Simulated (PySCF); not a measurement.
P (phosphorus, neutral) across methods

[Ne] 3s1 3p3 3d1, high-spin 6D determinant (an excited configuration). Computed with PySCF 2.14 in aug-cc-pV(T+d)Z with one added diffuse shell each of s, p, d, f type (7s6p5d3f, 71 functions), with the non-relativistic Hamiltonian (point nucleus).

```csv
method,E (hartree),mean ε 3s α (eV),mean ε 3p α (eV),mean ε 3d α (eV),Σ⟨r²⟩ (bohr²),⟨S²⟩
PW91,-340.7518,-19.568,-10.482,-0.736,57.91,8.750
UHF,-340.27857,-28.544,-15.761,-1.968,58.26,8.750
BP86,-340.7981,-19.624,-10.533,-0.847,58.51,8.750
BHandHLYP,-340.7581,-24.051,-13.057,-1.267,59.64,8.750
PBE0,-340.6422,-21.917,-11.890,-1.085,57.82,8.750
TPSSh,-340.7826,-20.734,-11.108,-0.812,58.19,8.750
r2SCAN,-340.7603,-20.512,-10.915,-0.657,57.65,8.750
PBE,-340.6080,-19.561,-10.474,-0.733,58.46,8.750
LDA,-339.4874,-19.408,-10.401,-0.680,57.23,8.750
```

The outer electron is Rydberg-like, and this basis confines it to a smaller radius and binds it less than a complete one would.
